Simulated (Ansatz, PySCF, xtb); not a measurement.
Process, species as SMILES: CN(C)C + 2 N (NH3) -> 3 CN (CH5N)
Structures are relaxed separately at B3LYP-D3(BJ)/def2-TZVP in Ansatz (an electronic-structure program).

Wanted: bond separation energy (enthalpy at 298 K, with B3LYP-D3(BJ) rigid-rotor harmonic-oscillator terms from PySCF), in kcal/mol. Cores are frozen in the correlated levels unless marked. Spin-orbit coupling is left out. Non-relativistic. CBS(X,Y): correlation extrapolated as X^-3; Hartree-Fock from the larger set. [CCSD(T)-MP2]/basis is that difference in the basis named.

From measured enthalpies of formation at 298 K: 12.5 kcal/mol (CN(C)C -5.7, ATcT 1.112; CN (CH5N) -5.0, ATcT 1.112; N (NH3) -10.9, ATcT 1.112). It holds spin-orbit effects, which the calculations lack, and core correlation, which the frozen-core levels lack.

| level | program | bond separation energy (kcal/mol) | error against measurement |
|---|---|---|---|
| GFN2-xTB | xtb | 11.5 | -1.0 |
| revPBE-D3(BJ)/def2-TZVPD | Ansatz + dftd3 | 11.1 | -1.4 |
| r2SCAN-D3(BJ)/def2-TZVPD | Ansatz + dftd3 | 12.1 | -0.4 |
| PBE0-D4/def2-TZVPD | Ansatz + dftd4 | 11.0 | -1.5 |
| RI-MP2/CBS(cc-pVTZ,cc-pVQZ) | Ansatz | 13.7 | 1.2 |
| CCSD/6-31G* | Ansatz | 10.7 | -1.8 |
| RI-MP2/CBS(cc-pVTZ,cc-pVQZ)+[CCSD(T)-MP2]/cc-pVTZ | Ansatz | 12.3 | -0.2 |
